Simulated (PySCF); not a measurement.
Compound: C8H12O.
SMILES with atom numbers: `[CH3:1][CH2:2][O:3][C:4]1=[CH:5][CH2:6][CH:7]=[CH:8][CH2:9]1`

Geometry (GFN2-xTB, Å), atoms numbered from 1 in this order:
```xyz
21
C8H12O angstrom
C      3.5342    0.0356    0.0011
C      2.1308   -0.5477   -0.0470
O      1.2136    0.5205    0.0433
C     -0.1251    0.2395    0.0205
C     -0.6742   -0.9642   -0.0800
C     -2.1554   -1.1933   -0.0984
C     -2.9440    0.0710    0.0064
C     -2.3966    1.2684    0.1063
C     -0.9226    1.5093    0.1274
H      3.6784    0.5778    0.9314
H      4.2693   -0.7611   -0.0669
H      3.6768    0.7256   -0.8257
H      1.9776   -1.0956   -0.9875
H      1.9783   -1.2455    0.7886
H     -0.0712   -1.8565   -0.1554
H     -2.4331   -1.8625    0.7265
H     -2.4339   -1.7176   -1.0220
H     -4.0196   -0.0425   -0.0041
H     -3.0148    2.1530    0.1794
H     -0.6383    2.1754   -0.6954
H     -0.6391    2.0271    1.0509
```

NICS is the negative of the GIAO shielding at a point without a nucleus: at the ring centre (0) and 1 Å above and below it (1); zz is the component along the ring normal. Level: GIAO PBE0/pcSseg-1 (PySCF, non-relativistic, gas phase) on the GFN2-xTB geometry, one conformer.

Ring bond lengths (Å), with Mayer bond orders in brackets: C4–C5 1.327 (1.79), C5–C6 1.499 (1.04), C6–C7 1.494 (1.06), C7–C8 1.320 (1.93), C8–C9 1.494 (1.05), C9–C4 1.503 (1.05).

Q: What do the NICS probes read (ppm)?

A: 
```tsv
ring	type	NICS(0)	NICS(1), two faces	NICS(1)zz, two faces	rms pucker (Å)	centre to ring atoms, mean (Å)
C4–C5–C6–C7–C8–C9	6-membered carbocycle; formal bonds 2 double, 4 single	0.5	-1.1 / -1.1	2.2 / 2.2	0.00	1.44
```

Q: What do they say, and how far can they be read as aromaticity?

A: 
- C4–C5–C6–C7–C8–C9: mean NICS(1)zz 2.2 ppm, near zero. C6, C9 have four or more neighbours; no verdict on aromaticity is drawn.

Q: At the first NICS(1) probe listed for ring C4–C5–C6–C7–C8–C9, 1 Å off the ring, what do the in-plane components average?

A: The isotropic value is a third of the trace: (3 × -1.1 − (2.2))/2 = -2.8 ppm.

Q: List the ring angles and the Hirshfeld charges of the ring atoms.

A: 
- C4–C5–C6–C7–C8–C9: C4 123.5° (+0.068 e), C5 123.3° (-0.099 e), C6 113.0° (-0.071 e), C7 123.6° (-0.052 e), C8 123.8° (-0.052 e), C9 112.7° (-0.077 e); sum 720.0° against 720° for a flat convex ring.

Hardware: an Intel Xeon at 2.50 GHz with one thread, no GPU, shared host with 64 logical CPUs at a one-minute load of 60. Cost: 2.3 min (with the writing of density and orbital grids), 1.0 GiB resident at most. This is the whole shielding run at PBE0/pcSseg-1, SCF included.
